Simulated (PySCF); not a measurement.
Potential energy of TeF along the bond

Set-up: Te def2-SVP with ECP28, F def2-SVP; scalar-relativistic core potentials (PySCF 2.14). Energies in eV from Te + F in their ground configurations at the same level. State: ²Π (doublet), unpaired electrons π ↑.

All columns are BHandHLYP. A positive dipole means Te(−)F(+).

```tsv
R (Å)	E (eV)	μ (D)	Mulliken charge on Te (basis-dependent)	HOMO (eV)	LUMO (eV)	Mayer bond order	⟨S²⟩
1.673	-1.470	-1.33	0.44	-6.85	-2.90	0.84	0.75
1.750	-2.236	-1.73	0.45	-7.01	-3.06	0.85	0.75
1.828	-2.637	-2.13	0.45	-7.17	-3.22	0.85	0.75
1.887	-2.764	-2.41	0.46	-7.29	-3.33	0.85	0.75
1.945	-2.782	-2.68	0.46	-7.40	-3.44	0.85	0.75
2.003	-2.719	-2.94	0.46	-7.51	-3.55	0.85	0.75
2.081	-2.544	-3.27	0.46	-7.64	-3.68	0.84	0.75
2.178	-2.232	-3.66	0.46	-7.80	-3.83	0.84	0.75
2.295	-1.786	-4.05	0.45	-7.95	-3.98	0.84	0.76
2.451	-1.218	-3.74	0.37	-7.93	-3.96	0.72	0.99
```

A fit through these points gives, at Re = 1.927 Å, μ = -2.60 D and dμ/dR = -4.63 D/Å; the reduced mass is 16.57 u.

How strong is the fundamental in the double-harmonic approximation, I = 42.26·(dμ/dR)²/μred km/mol?

I = 42.26·(-4.63)²/16.57 = 54.7 km/mol at BHandHLYP.

⟨S²⟩ of the unrestricted solution departs from its pure value on part of the curve, where spin states mix. Spin–orbit coupling is left out, which matters for elements this heavy, above all for dissociation energies. The state was picked by a PBE0 search and need not be the measured ground state.
